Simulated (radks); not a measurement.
Species: P III. Configuration: [Ne] 3s2 3d1 (not the ground configuration). Method: scalar-relativistic Kohn-Sham, r2SCAN, spin-polarised, spherical densities, finite nucleus; open shells are filled with parallel spins first; meta-GGA in the generalised Kohn-Sham scheme; Fermi nuclear charge, rms radius 3.1889 fm; computed with a radial shooting solver on a logarithmic mesh with Libxc functionals. Some entries of the table are withheld. Estimate them.

orbital,occ.,eigenvalue (eV),r(max) (bohr),<1/r> (bohr^-1)
1s down,1,-2124.863,0.06766,14.65
1s up,1,-2124.846,0.06766,14.65
2s up,1,-205.2033,0.4176,2.840
2s down,1,-205.1105,0.4175,2.842
2p up,3,(1),0.3540,2.719
2p down,3,(2),0.3538,2.721
3s up,1,-36.1453,1.510,0.7821
3s down,1,-35.2771,1.500,0.7878
3d up,1,-13.0765,2.096,0.4736
3d down,0,-10.8726,1.974,0.5219

Answer. 
(1) 2p up eigenvalue (eV): -153.8114
(2) 2p down eigenvalue (eV): -153.7213
